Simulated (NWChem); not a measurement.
C$_{4}$H$_{3}$F; SMILES C(#C)C(=C)F

Program: NWChem. Pople sets run with spherical d functions. All runs use the structure optimised with PBE-D3(BJ)/def2-SVP. Level: B3LYP/6-31G* with SMD (1 M gas to 1 M solution), gas-phase geometry.

```tsv
solvent	dielectric constant	solvation free energy (kcal/mol)	cavity-dispersion-structure term (kcal/mol)	dipole in solution (D)
water	78.4	1.0	5.3	1.82
acetone	20.5	-2.7	1.5	1.80
ethyl acetate	5.99	-2.3	1.2	1.75
cyclohexane	2.02	-1.8	0.3	1.61
tetrahydrofuran	7.43	-2.2	1.5	1.76
```
